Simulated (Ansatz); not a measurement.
CH$_{3}$Cl, charge +1, doublet, geometry from GFN2-xTB (a state made from the parent by changing its charge; the spin is typed, not shown lowest); HSE06/6-31G* in Ansatz (a quantum-chemistry and plane-wave program).

The Ansatz input:
Ansatz 0.2 input:
```yaml
crystal:
  periodic: [false, false, false]
  atoms:
    - {symbol: C, position_ang: [-0.00131604, 0.04523262, -1.08238306]}
    - {symbol: Cl, position_ang: [0.00077875, -0.02676598, 0.64048998]}
    - {symbol: H, position_ang: [-0.03211593, 1.09416315, -1.42147319]}
    - {symbol: H, position_ang: [0.90873300, -0.42897516, -1.48626886]}
    - {symbol: H, position_ang: [-0.88195964, -0.48156210, -1.48628921]}
basis:
  gaussian:
    orbitals: 6-31G*
hamiltonian:
  xc: hse06
total_charge: 1
magnetization: {spin_polarized: true, initial_magnetization: 1}
```

**Question.** What does Ansatz print? Leave out banner, timings and long lists.

**Answer.** 
```
Functional definition: HSE06
406 factors; integrals over basis functions are off by at most 6.4e-4 eV
54 factors; integrals over basis functions are off by at most 3.6e-7 eV
mean field evaluation 1: about -13585.9521 eV, gradient 3.3e1 eV
mean field evaluation 2: about -13579.8035 eV, gradient 4.4e1 eV
mean field evaluation 4: about -13590.9968 eV, gradient 1.4e0 eV
mean field evaluation 8: about -13591.1095 eV, gradient 2.7e-2 eV
mean field evaluation 16: about -13591.1095 eV, gradient 2.6e-5 eV
mean field evaluation 32: about -13591.1099 eV, gradient 1.6e-2 eV
mean field evaluation 64: about -13591.1099 eV, gradient 1.3e-3 eV
mean field -13591.10988958 eV, -499.4640760571 hartree, gradient 7.9e-6 eV, S^2 0.752877; 4 other end points of the search recorded, 0 dependent functions left out
reference -13591.10990945 eV, -499.4640767870 hartree; 13, 12 occupied and 27, 28 virtual orbitals, 406 factors
Total energy: -13591.10990945 eV, -499.4640767870 hartree
```
